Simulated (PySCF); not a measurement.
Ionising NaBi

PBE; PySCF, scalar-relativistic core potentials, basis sets Na def2-SVP, Bi def2-SVP with ECP60. Neutral (UKS): triplet (π ↑↑), Re = 3.007 Å, ωe = 180 cm⁻¹, De = 1.22 eV, HOMO -3.66 eV, LUMO -2.69 eV.

NaBi⁺ (UKS): quartet (σ ↑, π ↑↑), Re = 3.447 Å, ωe = 94.2 cm⁻¹. The energies at the minima are -376.77560 hartree for NaBi and -376.55072 for NaBi⁺.

(1) Work out the adiabatic ionisation energy, without and with harmonic zero-point energies (1 hartree = 27.2114 eV, 1 eV = 8065.5 cm⁻¹), and the change of the bond length.

These are scalar-relativistic numbers at best; spin–orbit coupling would shift them, the dissociation energy most. States were picked by a PBE0 search and need not be the measured ground states.

Answers

(1) At PBE: 0.22488 hartree = 6.119 eV between the minima; the zero-point term (94.2 − 180.0)/2 cm⁻¹ = -0.005 eV makes it 6.114 eV. Re changes by +44.0 pm against the neutral. The electron leaves a σ orbital, and the ion is left as a loose complex of an ion and an atom.
